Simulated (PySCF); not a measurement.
SbH3, optimised at GFN2-xTB:

```xyz
4

Sb    -0.2844     0.0989     0.1500
H      0.1350     0.5068    -1.4292
H      0.1293    -1.4981    -0.1886
H      1.3113     0.3790     0.6102
```

Method: PySCF energies (xtb for GFN2) plus ideal-gas RRHO corrections (1 bar). All species are closed-shell singlets. Sb: scalar-relativistic def2 core potential, no spin-orbit coupling.

List the harmonic frequencies (cm⁻¹, unscaled) at this level and at the other levels, each on its own geometry.


- GFN2-xTB: 822, 845, 845, 1546, 1679, 1679
- PBE/def2-SVP: 785, 815, 815, 1874, 1888, 1888
- PBE0/def2-TZVP: 804, 847, 847, 1969, 1976, 1976
